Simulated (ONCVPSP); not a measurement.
# Before and after: ONCV potential for Ni (Z = 28)

ONCVPSP 4.0.1 input, shortened (lines: element, Z, core and valence counts, functional; n l f; lmax; l rc ep ncon nbas qcut; lloc lpopt rc5 dvloc0; l nproj debl; icmod fcfact rcfact), PBE, scalar-relativistic:

```
  Ni 28.00    3    4        4      upf
    1    0    2.00
    2    0    2.00
    2    1    6.00
    3    0    2.00
    3    1    6.00
    3    2    8.00
    4    0    2.00
    2
    0    0.95    0.00    4    7   11.60
    1    1.15    0.00    3    7   14.30
    2    1.65    0.00    4    9   11.10
    4    5    0.65    0.00
    0    2    4.00
    1    1    0.60
    2    2    1.30
    3    3.00    1.15
```

Change: fully relativistic.

Cutoffs: the cutoffs (Ha) at which the residual kinetic energy of the hardest occupied pseudo-wave falls to 1 and 0.1 mHa per electron; they do not see the model core or the augmentation charge, which bear on the density cutoff. Errors are all-electron minus pseudo energies relative to the spin-unpolarised reference configuration.

Task: How do hardness, ghosts and transferability respond?

Result: The potential gets neither clearly harder nor softer (56 Ha and 65 Ha → 56 Ha and 65 Ha); of the 4 tests that both files solve, the error grows in 3 and shrinks in 0 by more than 15 % and 0.3 meV (median size 18.9 → 23.3 meV); neither file shows a bound ghost.

```tsv
quantity	base	changed
cutoff, loose	56 Ha	56 Ha
cutoff, tight	65 Ha	65 Ha
loose cutoff by channel	s 56 Ha, p 40 Ha, d 43 Ha	s 56 Ha, p 41 Ha, d 43 Ha
bound ghosts	none	none
GHOST(+) flags under 300 eV	none	none
error for 3s2 3p6 3d8 4s1, meV [ΔE 9.32 eV]	+1.5	+2.5
error for 3s2 3p6 3d8 4s0, meV [ΔE 26.67 eV]	+8.5	+11
error for 3s2 3p6 3d7 4s0, meV [ΔE 64.14 eV]	+29	+35
error for 3s2 3p6 3d9 4s1, meV [ΔE -1.60 eV]	+36	+36
s: phases at 0.97 bohr within 0.05 rad from the reference energy up to (Ha; the scan ends near 5)	to the end of the scan	to the end of the scan
rms error of d²Exc/dni dnj with the model core, mHa	0.60	7.03
```
